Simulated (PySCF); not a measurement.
# RuON: from structure and modes to constants

Method: UPBE0 in PySCF with Ru def2-TZVP with ECP28, O def2-TZVP, N def2-TZVP; scalar-relativistic core potentials, no spin–orbit coupling; density-fitted integrals.

The doublet minimum has Cs symmetry. Masses (u): Ru 101.90435, O 15.99492, N 14.00307.

```xyz
3
charge 0 multiplicity 2, angstrom
Ru    0.0363    0.0000   -0.1850
O    -1.4762    0.0000    0.6368
N     1.4225    0.0000    0.6183
```

Harmonic wavenumbers (cm⁻¹): 248.7 (a', ×1), 830.3 (a', ×1), 1119.3 (a', ×1).

**Question.** Find the principal moments of inertia and the rotational constants. What kind of rotor is it?

**Answer.** About the centre of mass I = 15.087, 63.562, 78.65 u Å². With B = 16.8576/I this gives 1.117, 0.2652, 0.2143 cm⁻¹. The molecule is an asymmetric top with κ = -0.89.

**Question.** What is the harmonic zero-point energy?

**Answer.** Half the sum of all 3 wavenumbers, 2198/2 = 1099 cm⁻¹, which is 13.1 kJ/mol (1 cm⁻¹ = 0.0119627 kJ/mol).

**Question.** Find the vibrational entropy and heat capacity at 298.15 K.

**Answer.** With u = 1.43878 ω/T, each mode gives S = R[u/(eᵘ−1) − ln(1−e⁻ᵘ)] and C = R u² eᵘ/(eᵘ−1)².
```tsv
ω (cm⁻¹)	u	S (J/(mol K))	C (J/(mol K))
248.7	1.200	7.28	7.38
830.3	4.007	0.77	2.52
1119.3	5.401	0.24	1.10
```
The sums over all modes are S = 8.3 and C = 11.0 J/(mol K); the softest mode gives 88 % of the entropy.

**Question.** Give the standard entropy (298.15 K, 1 bar) by its translational, rotational, vibrational and spin parts, and Cp.

**Answer.** Sackur–Tetrode with M = 131.90 u gives 169.7; rotation with symmetry number 1 gives 95.2; vibration 8.3; spin R ln 2 = 5.8. The total is 279.0 J/(mol K), and Cp = 4 R + 11.0 = 44.3 J/(mol K).

The determinant is spin-contaminated (⟨S²⟩ = 0.98, pure value 0.75). This need not be the most stable arrangement of these atoms. Other spin states or occupations of the open shell can lie lower.
